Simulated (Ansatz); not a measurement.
Gas-phase reaction (SMILES): O[Si](O)(O)Cl [chloro(trihydroxy)silane] + H+ -> O[Si](O)([OH2+])Cl; protonation at O, whose ΔH is minus the proton affinity.

Each molecule is optimised on its own at B3LYP-D3(BJ)/def2-TZVP (Ansatz, a program for electronic structure), one conformer each, not searched for the lowest. Cores are frozen in the correlated levels unless marked. No spin-orbit coupling. No relativistic terms. CBS marks a two-point X^-3 extrapolation of the correlation energy; Hartree-Fock from the larger set. [CCSD(T)-MP2]/basis is that difference in the basis named. Thermal terms are rigid-rotor harmonic-oscillator values from B3LYP-D3(BJ) frequencies (Ansatz) at 298.15 K and 1 atm. 1 Eh = 627.5095 kcal/mol. The proton has no electrons: its energy is zero and its thermal terms are those of translation.

```csv
species,"E, RI-MP2/CBS(cc-pV(T+d)Z,cc-pV(Q+d)Z)+[CCSD(T)-MP2]/cc-pV(T+d)Z (Ansatz) (Eh)","E, wB97X-V/def2-TZVPD (Ansatz) (Eh)",H - E (Eh),G - E (Eh)
O[Si](O)(O)Cl,-976.39981,-977.33141,0.05273,0.01437
H+,0.00000,0.00000,0.00236,-0.01000
O[Si](O)([OH2+])Cl,-976.69488,-977.62681,0.06488,0.02444
```

### Question
Work out ΔE and ΔH, ΔG, ΔS and the equilibrium constant at 298.15 K at the first level, then ΔH at the second.

### Answer

1. ΔE = [(-976.69488)] - [(-976.39981) + (0.00000)] = -0.29507 Eh = -185.2 kcal/mol at RI-MP2/CBS(cc-pV(T+d)Z,cc-pV(Q+d)Z)+[CCSD(T)-MP2]/cc-pV(T+d)Z.
2. The terms H - E add up to 0.00979 Eh, so ΔH = (-0.29507 + (0.00979))×627.5095 = -179.0 kcal/mol.
3. The terms G - E add up to 0.02007 Eh, so ΔG = -172.6 kcal/mol, and ΔS = (0.00979 - (0.02007))×627509.5/298.15 = -21.6 cal/(mol K).
4. log10 K = -ΔG/(RT ln 10) = 126.5, with RT ln 10 = 1.3642 kcal/mol.
5. At wB97X-V/def2-TZVPD the same steps give ΔE = -185.4 and ΔH = -179.2 kcal/mol, a shift of -0.2 from the first level.
6. These values are not checked against measurement here, since the tables used lack a sound gas-phase enthalpy of formation for at least one species, or one in the same ion convention.
